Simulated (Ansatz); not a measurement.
Start from `[SH][GeH2][SH]` and change one atom or group to get `[CH3][GeH2][SH]`.

Ansatz, PBE0-D4/def2-TZVP geometries, multiplicity 1. Each molecule was computed in one conformer, which needn't be the lowest.

Scalar relativity is left out up to krypton.

```csv
property,`[SH][GeH2][SH]`
"ideal-gas entropy at 298 K and 1 bar (rigid rotor, harmonic PBE0-D4/def2-TZVP) / J/(mol·K)",338
LUMO energy (PBE/def2-TZVPP) / eV,-1.42
HOMO–LUMO gap (PBE0/def2-TZVPP) / eV,6.85
HOMO energy (PBE0/def2-TZVPP) / eV,-7.35
HOMO energy (ωB97M-V/def2-TZVPP) / eV,-9.50
HOMO–LUMO gap (B3LYP/def2-TZVPP) / eV,6.30
```

Q: What does the change do to each property? (An estimate is asked.)

A: Computed: 
```
                                                                                  property  `[CH3][GeH2][SH]`  shift
ideal-gas entropy at 298 K and 1 bar (rigid rotor, harmonic PBE0-D4/def2-TZVP) / J/(mol·K)                328    -10
                                                         LUMO energy (PBE/def2-TZVPP) / eV              -0.66   0.76
                                                      HOMO–LUMO gap (PBE0/def2-TZVPP) / eV               7.38   0.53
                                                        HOMO energy (PBE0/def2-TZVPP) / eV              -7.14   0.21
                                                     HOMO energy (ωB97M-V/def2-TZVPP) / eV              -9.35   0.15
                                                     HOMO–LUMO gap (B3LYP/def2-TZVPP) / eV               6.86   0.56
```

With PBE0 the HOMO rises by 0.21 eV and the LUMO rises by 0.74 eV, so the gap widens by about 0.53 eV. PBE moves the HOMO by 0.23 eV and ωB97M-V by 0.15 eV. The zero-point energy changes by 71.1 kJ/mol with +6 modes.

B3LYP here is the variant with VWN-RPA as its local correlation; programs differ in this.
